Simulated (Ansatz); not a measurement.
Computed with Ansatz on PBE0-D4/def2-TZVP structures; ΔE is electronic, products minus reactants. CBS: MP2 limit from def2 TZ/QZ plus the TZ coupled-cluster correction, frozen cores. This one scheme is used for every species. Functionals use def2-TZVPP. B3LYP here is the variant with VWN-RPA as its local correlation; programs differ in this. HSE06 is defined as in plane-wave codes. def2 core potentials past Kr. For In outer-core shells are correlated without core-valence functions, which leaves a few kJ/mol of doubt a bond. Each species was taken in one conformer, which may not be the lowest.

Consider the cleavage of the Si–In bond: `[CH3][In]([CH3])[SiH3]` + `O[SiH](Cl)Cl` → `[SiH3]O[SiH](Cl)Cl` + `[CH3][InH][CH3]`.

| level | ΔE (kcal/mol) |
| --- | --- |
| B97M-V | -18.2 |
| r2SCANh-D4 | -15.9 |
| HSE06-D4 | -13.3 |
| r2SCAN | -15.4 |
| PBE0 | -12.9 |
| B3LYP | -16.5 |
| CCSD(T)/def2-TZVPP | -17.0 |
| SCS-MP2/def2-QZVPP | -19.2 |

(1) What does CCSD(T)/CBS give? (An estimate is asked.)

Largest T1 diagnostic among the species: 0.012.

## Answers

(1) Computed: -16.8 kcal/mol. The listed levels differ from it by -1.4, 0.9, 3.5, 1.4, 3.9, 0.3, -0.2, -2.4 kcal/mol.

The D4 term adds −1.1 kcal/mol with B3LYP and −0.6 kcal/mol with PBE0; it sums over pairs of atoms, weighted by their polarisabilities, and B3LYP, whose exchange is more repulsive, gets the larger term. From r2SCAN to r2SCAN0 (25 % exact exchange), in def2-TZVPP and without D4, ΔE moves by −0.7 kcal/mol.

CCSD(T)/CBS has its own doubt, a few kJ/mol and more with outer-core shells, so smaller differences from it don't rank the levels.
